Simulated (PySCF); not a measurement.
Distorted geometries of [WH3(H2O)2]−

[WH3(H2O)2]− (triplet). PySCF 2.14.0, UKS PBE, W def2-SVP with ECP60, H def2-SVP, O def2-SVP; non-relativistic Hamiltonian with scalar-relativistic core potentials where named; density fitting; no spin-orbit coupling. Relaxed geometry:

```xyz
10

W     0.0661    0.0661    0.0424
H    -0.3601   -0.3601    1.6661
H     1.7770   -0.2505   -0.3241
H    -0.2505    1.7770   -0.3241
O    -2.4670    0.3941   -0.1556
H    -2.0640    1.2646   -0.3879
H    -1.9318   -0.2259   -0.7952
O     0.3941   -2.4670   -0.1556
H     1.2646   -2.0640   -0.3879
H    -0.2259   -1.9318   -0.7952
```

Order these distorted geometries by energy above the relaxed one, lowest first.
A.
```xyz
10

W     0.0744    0.1290   -0.0180
H    -0.3533   -0.3429    1.6842
H     1.7822   -0.2761   -0.3409
H    -0.2740    1.8045   -0.3130
O    -2.4312    0.3426   -0.1482
H    -2.0355    1.2400   -0.3715
H    -1.9341   -0.2003   -0.8136
O     0.3775   -2.5015   -0.1534
H     1.2443   -2.0602   -0.3809
H    -0.2478   -1.9327   -0.7615
```
B.
```xyz
10

W     0.1823    0.1562    0.0093
H    -0.3231   -0.3434    1.7048
H     1.8228   -0.3946   -0.2895
H    -0.1957    1.7120   -0.3482
O    -2.4842    0.3643   -0.1344
H    -2.1484    1.2854   -0.4359
H    -1.9287   -0.2632   -0.7934
O     0.3612   -2.3977   -0.1297
H     1.2010   -2.0078   -0.4165
H    -0.2849   -1.9088   -0.7834
```
C.
```xyz
10

W     0.1303   -0.0355    0.1578
H    -0.3035   -0.3755    1.5832
H     1.6614   -0.2083   -0.3072
H    -0.2167    1.7947   -0.3767
O    -2.5438    0.3832   -0.0733
H    -2.0765    1.3466   -0.3922
H    -1.9450   -0.2697   -0.8079
O     0.3502   -2.4171   -0.2349
H     1.3105   -1.9824   -0.3306
H    -0.1643   -2.0336   -0.8351
```

A (0.12 eV), B (0.34 eV), C (1.79 eV).

Which forces (eV/Å) act in the one that lies 1.79 eV up?


```
W   -2.58  3.02 -4.10
H   -0.96 -1.06  3.81
H    2.57 -0.56 -0.52
H    0.24 -0.94  0.47
O    2.46  1.90 -2.26
H   -1.22 -3.22  1.09
H   -0.59  1.23  1.47
O    6.53 -3.04  5.73
H   -2.13 -0.64 -0.11
H   -4.31  3.31 -5.59
```
Forces carry noise of the integration grid, about 0.01 to 0.03 eV/Å.

Open shells may have lower solutions than the one found.
